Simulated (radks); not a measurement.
The numbers below are computed, except where a source is named.
Ionisation of the chlorine ion Cl2+, [Ne] 3s2 3p3, to Cl3+, [Ne] 3s2 3p2, under several functionals. Non-relativistic Kohn-Sham, spin-polarised, spherical densities, point nucleus; open shells are filled with parallel spins first; a radial shooting solver on a logarithmic mesh with Libxc functionals.

functional                                        E(Cl2+) (hartree)  Exc (hartree)  IE (eV)  -e(HOMO) (eV)  <r> HOMO (bohr)  IE error (eV)
LDA (Slater exchange, Perdew-Zunger correlation)         -457.29176      -25.92625   39.534         32.979            1.588         -0.266
PBEsol                                                   -457.93623      -26.59255   39.571         33.019            1.588         -0.229
BLYP                                                     -458.81798      -27.49845   39.359         32.768            1.588         -0.441
exchange-only r2SCAN                                     -458.22247      -26.90599   39.540         33.167            1.591         -0.260
PW91                                                     -458.79254      -27.47454   39.712         33.155            1.588         -0.088
XLYP                                                     -458.95283      -27.63666   39.391         32.800            1.588         -0.409
exchange-only PBE                                        -458.06826      -26.73086   38.801         32.288            1.596         -0.999
TPSS                                                     -458.82994      -27.51616   39.855         33.333            1.586         +0.055
B86b exchange with PBE correlation                       -458.78860      -27.47008   39.680         33.126            1.588         -0.120
OLYP                                                     -458.84423      -27.54948   39.687         33.099            1.581         -0.113
revTPSS                                                  -458.66077      -27.33698   39.810         33.295            1.587         +0.010

NIST Atomic Spectra Database: 39.8 eV (semi-empirical). Closest: revTPSS. The Delta-SCF values span 1.05 eV, the total energies 1.66 hartree. The highest occupied level is 3p. Open shells are spherical and high-spin; term and fine-structure splittings are not resolved.
